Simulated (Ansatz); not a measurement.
Computed with Ansatz on PBE0-D4/def2-TZVP structures; ΔE is electronic, products minus reactants. CCSD(T)/CBS is the MP2 limit (def2-TZVPP, def2-QZVPP) plus CCSD(T) − MP2 in def2-TZVPP, frozen cores. This one scheme is used for every species. DFT in def2-TZVPP. B3LYP here is the variant with VWN-RPA as its local correlation; programs differ in this. HSE06 is defined as in plane-wave codes. Each species was taken in one conformer, which may not be the lowest.

Consider the ligand exchange at the Al–O bond: `[OH][AlH][SH]` + `C=N` → `C=[N][AlH][SH]` + H₂O.

| level | ΔE (kJ/mol) | difference from CCSD(T)/CBS |
| --- | --- | --- |
| LDA (SPW92) | 54.8 | -8.1 |
| revPBE-D4 | 56.3 | -6.6 |
| B97M-V | 61.5 | -1.4 |
| PBE0-D4 | 57.7 | -5.2 |
| HSE06-D4 | 57.4 | -5.5 |
| BHLYP-D4 | 61.4 | -1.5 |
| B2PLYP | 64.5 | 1.6 |
| revPBE | 60.4 | -2.5 |
| B3LYP | 63.5 | 0.6 |
| BHLYP | 65.0 | 2.1 |
| CCSD(T)/CBS | 62.9 | 0 |

(1) What do rigid-rotor, harmonic-oscillator terms from PBE0-D4/def2-TZVP frequencies (298.15 K, 1 bar) make of the CCSD(T)/CBS value? (An estimate is asked.)

Largest T1 diagnostic among the species: 0.013.

## Answers

(1) The calculation gave: ΔZPE = -5.7 kJ/mol, ΔH = +60.4 kJ/mol, ΔS = -4 J/(mol·K), ΔG = +61.6 kJ/mol.

Leaving LDA and LC-ωPBE aside and taking each functional with its dispersion term where it has one, the values, not all of them listed here, spread over 8.3 kJ/mol, from revPBE-D4 to ωB97X-V. LDA lies −4.6 kJ/mol from PBE without D4. The D4 term adds −3.8 kJ/mol with B3LYP and −2.2 kJ/mol with PBE0; it sums over pairs of atoms, weighted by their polarisabilities, and B3LYP, whose exchange is more repulsive, gets the larger term.
